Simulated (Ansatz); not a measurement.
Relaxation of C3H6B2Cl2 (13 atoms, charge 0, multiplicity 1), to a largest force component of 0.02 eV/Å in at most 50 steps.

Method: RKS PBE/6-31G* (Ansatz).

```xyz
13
Properties=species:S:1:pos:R:3
B 0.409 -0.617 2.264
B 0.099 -0.214 0.657
C -0.081 -0.994 -0.754
C -0.174 0.287 -1.525
C -0.117 1.084 -0.276
Cl -1.612 1.982 0.176
Cl 1.334 2.165 -0.246
H 0.524 -1.680 2.583
H 0.422 0.313 3.093
H -0.944 -1.650 -0.727
H 0.876 -1.527 -0.997
H -1.240 0.338 -1.966
H 0.523 0.480 -2.267
```

Problem. Where does it end, and by what steps?

Solution. The run converged. After 19 steps the energy has fallen by 1.174 eV; H8 moved furthest, 1.40 Å.

```json
{"step": "0", "energy less start (eV)": "0.0000", "largest force component (eV/Å)": "4.672", "accepted": "yes"}
{"step": "1", "energy less start (eV)": "-0.5287", "largest force component (eV/Å)": "1.361", "accepted": "yes"}
{"step": "2", "energy less start (eV)": "-0.5696", "largest force component (eV/Å)": "0.895", "accepted": "yes"}
{"step": "3", "energy less start (eV)": "-0.7224", "largest force component (eV/Å)": "0.471", "accepted": "yes"}
{"step": "4", "energy less start (eV)": "-0.8220", "largest force component (eV/Å)": "0.644", "accepted": "yes"}
{"step": "5", "energy less start (eV)": "-0.9496", "largest force component (eV/Å)": "0.627", "accepted": "yes"}
{"step": "6", "energy less start (eV)": "-1.0404", "largest force component (eV/Å)": "0.293", "accepted": "yes"}
{"step": "7", "energy less start (eV)": "-1.0855", "largest force component (eV/Å)": "0.269", "accepted": "yes"}
{"step": "8", "energy less start (eV)": "-1.1076", "largest force component (eV/Å)": "0.307", "accepted": "yes"}
{"step": "9", "energy less start (eV)": "-1.1004", "largest force component (eV/Å)": "0.396", "accepted": "no"}
{"step": "10", "energy less start (eV)": "-1.1432", "largest force component (eV/Å)": "0.165", "accepted": "yes"}
{"step": "11", "energy less start (eV)": "-1.1594", "largest force component (eV/Å)": "0.159", "accepted": "yes"}
{"step": "12", "energy less start (eV)": "-1.1669", "largest force component (eV/Å)": "0.269", "accepted": "yes"}
{"step": "13", "energy less start (eV)": "-1.1722", "largest force component (eV/Å)": "0.106", "accepted": "yes"}
{"step": "14", "energy less start (eV)": "-1.1719", "largest force component (eV/Å)": "0.159", "accepted": "no"}
{"step": "15", "energy less start (eV)": "-1.1734", "largest force component (eV/Å)": "0.050", "accepted": "yes"}
{"step": "16", "energy less start (eV)": "-1.1734", "largest force component (eV/Å)": "0.068", "accepted": "no"}
{"step": "17", "energy less start (eV)": "-1.1737", "largest force component (eV/Å)": "0.066", "accepted": "yes"}
{"step": "18", "energy less start (eV)": "-1.1740", "largest force component (eV/Å)": "0.048", "accepted": "yes"}
{"step": "19", "energy less start (eV)": "-1.1743", "largest force component (eV/Å)": "0.013", "accepted": "yes"}
```

```xyz
13
Properties=species:S:1:pos:R:3
B 0.542 -0.553 2.183
B 0.052 -0.201 0.653
C -0.402 -1.007 -0.670
C -0.044 0.247 -1.528
C -0.003 1.129 -0.264
Cl -1.696 1.722 0.144
Cl 1.179 2.474 -0.212
H 1.676 -0.905 2.415
H -0.194 -0.500 3.140
H -1.480 -1.240 -0.670
H 0.147 -1.934 -0.903
H -0.732 0.563 -2.330
H 0.975 0.171 -1.944
```

The run took 58 s on 2 threads of Intel(R) Xeon(R) Platinum 8375C CPU @ 2.90GHz (Ice Lake), with other jobs on the host, peak memory 0.2 GiB.
